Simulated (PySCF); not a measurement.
TaSCl₃, SMILES [Cl][Ta](=[S])([Cl])[Cl], multiplicity 1. Atoms are numbered in the order given.

```xyz
5

Ta     0.0000     0.0000    -0.0102
S      0.0000     0.0000    -2.1638
Cl     1.8940    -1.0935     0.6935
Cl    -1.8940    -1.0935     0.6935
Cl     0.0000     2.1870     0.6935
```

Geometry optimised at B3LYP-D3(BJ)/def2-SVP. The spin state was assumed, not searched. The structure was generated by enumeration; whether it is a known compound was not checked. The def2 effective core potentials stand for the cores of Ta; spin–orbit coupling is left out.

Computed with M06-2X/def2-TZVP in PySCF.

Symmetry labels are those of the subgroup Cs that the program uses (full group C3v).

Computed valence orbital energies around the gap with their symmetry:
| orbital | symmetry | energy (eV) |
|---|---|---|
| HOMO−7 | A" | -12.36 |
| HOMO−6 | A' | -12.14 |
| HOMO−5 | A' | -11.70 |
| HOMO−4 | A" | -11.70 |
| HOMO−3 | A" | -11.23 |
| HOMO−2 | A' | -10.68 |
| HOMO−1 | A" | -9.47 |
| HOMO | A' | -9.47 |
| LUMO | A' | -2.14 |
| LUMO+1 | A" | -2.14 |
| LUMO+2 | A' | -1.30 |
| LUMO+3 | A' | -1.28 |
